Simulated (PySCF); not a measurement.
cyclobutene (C4H6), singlet, at a GFN2-xTB geometry; MP2/STO-3G (PySCF).

PySCF was given this input:
```python
from pyscf import gto, scf, mp

mol = gto.Mole()
mol.atom = '''
    C     0.005224   -0.658035    0.811605
    C     0.002586    0.670790    0.801108
    C    -0.001816   -0.780771   -0.686791
    C    -0.004895    0.769811   -0.699039
    H     0.010431   -1.406248    1.583546
    H     0.004797    1.431119    1.561133
    H    -0.890624   -1.244222   -1.112438
    H     0.884612   -1.240765   -1.121062
    H     0.879713    1.226403   -1.140551
    H    -0.895522    1.222946   -1.131927
'''
mol.basis = 'sto-3g'
mol.charge = 0
mol.spin = 0
mol.verbose = 4
mol.build()

mf = scf.RHF(mol)
mf.kernel()

pt = mp.MP2(mf)
pt.kernel()
print('E(MP2) = %.10f' % pt.e_tot)
```

The log (banner, timings and long lists left out):

```
PySCF version 2.14.0

[INPUT] verbose = 4
[INPUT] num. atoms = 10
[INPUT] num. electrons = 30
[INPUT] charge = 0
[INPUT] spin (= nelec alpha-beta = 2S) = 0
[INPUT] symmetry False subgroup None
[INPUT] Mole.unit = angstrom
[INPUT] Symbol           X                Y                Z      unit          X                Y                Z       unit  Magmom
[INPUT]  1 C      0.005224000000  -0.658035000000   0.811605000000 AA    0.009871929275  -1.243505930378   1.533711171328 Bohr   0.0
[INPUT]  2 C      0.002586000000   0.670790000000   0.801108000000 AA    0.004886831758   1.267609387097   1.513874716198 Bohr   0.0
[INPUT]  3 C     -0.001816000000  -0.780771000000  -0.686791000000 AA   -0.003431742642  -1.475443356003  -1.297846894816 Bohr   0.0
[INPUT]  4 C     -0.004895000000   0.769811000000  -0.699039000000 AA   -0.009250209380   1.454731957678  -1.320992260390 Bohr   0.0
[INPUT]  5 H      0.010431000000  -1.406248000000   1.583546000000 AA    0.019711733205  -2.657423583217   2.992468245651 Bohr   0.0
[INPUT]  6 H      0.004797000000   1.431119000000   1.561133000000 AA    0.009065016220   2.704422961661   2.950113814021 Bohr   0.0
[INPUT]  7 H     -0.890624000000  -1.244222000000  -1.112438000000 AA   -1.683035439965  -2.351238818159  -2.102203150559 Bohr   0.0
[INPUT]  8 H      0.884612000000  -1.240765000000  -1.121062000000 AA    1.671674406504  -2.344706034946  -2.118500148657 Bohr   0.0
[INPUT]  9 H      0.879713000000   1.226403000000  -1.140551000000 AA    1.662416638220   2.317565788345  -2.155329021099 Bohr   0.0
[INPUT] 10 H     -0.895522000000   1.222946000000  -1.131927000000 AA   -1.692291318523   2.311033005132  -2.139032023001 Bohr   0.0

nuclear repulsion = 114.177300252644
number of shells = 18
number of NR pGTOs = 78
number of NR cGTOs = 26
basis = sto-3g
ecp = {}

******** <class 'pyscf.scf.hf.RHF'> ********
method = RHF
initial guess = minao
damping factor = 0
level_shift factor = 0
DIIS = <class 'pyscf.scf.diis.CDIIS'>
diis_start_cycle = 1
diis_space = 8
diis_damp = 0
SCF conv_tol = 1e-09
SCF conv_tol_grad = None
SCF max_cycles = 50
direct_scf = True
direct_scf_tol = 1e-13
Set gradient conv threshold to 3.16228e-05
Initial guess from minao.
init E= -154.106471462394
  HOMO = -0.178561838569024  LUMO = 0.188811234608143  gap/eV = 9.99673
cycle= 1 E= -153.016422669947  delta_E= 1.09  |g|= 0.221  |ddm|= 3.92
  HOMO = -0.2896027711408  LUMO = 0.326114714955483  gap/eV = 16.75453
cycle= 2 E= -153.037495530344  delta_E= -0.0211  |g|= 0.0562  |ddm|= 0.412
  HOMO = -0.302420908343874  LUMO = 0.315475067969885  gap/eV = 16.81381
cycle= 3 E= -153.038957685078  delta_E= -0.00146  |g|= 0.00513  |ddm|= 0.13
  HOMO = -0.298523675108197  LUMO = 0.320029652902489  gap/eV = 16.83169
cycle= 4 E= -153.038967282839  delta_E= -9.6e-06  |g|= 0.00064  |ddm|= 0.00854
  HOMO = -0.298223243093336  LUMO = 0.320346347843739  gap/eV = 16.83214
cycle= 5 E= -153.038967496051  delta_E= -2.13e-07  |g|= 0.000121  |ddm|= 0.00126
  HOMO = -0.298281195921593  LUMO = 0.320297145388973  gap/eV = 16.83237
cycle= 6 E= -153.038967504266  delta_E= -8.22e-09  |g|= 1.71e-05  |ddm|= 0.00026
  HOMO = -0.298278547414401  LUMO = 0.320302487440254  gap/eV = 16.83245
cycle= 7 E= -153.038967504462  delta_E= -1.96e-10  |g|= 1.49e-06  |ddm|= 4.05e-05
  HOMO = -0.298278289968769  LUMO = 0.320302650420419  gap/eV = 16.83244
Extra cycle  E= -153.038967504463  delta_E= -8.53e-13  |g|= 4.33e-07  |ddm|= 2.6e-06
converged SCF energy = -153.038967504463

******** <class 'pyscf.mp.mp2.RMP2'> ********
nocc = 15, nmo = 26
E(RMP2) = -153.262464004938  E_corr = -0.223496500474527
E(SCS-RMP2) = -153.279636177857  E_corr = -0.240668673394372
E_corr(same-spin) = -0.0317620698173771
E_corr(oppo-spin) = -0.19173443065715
E(MP2) = -153.2624640049
```
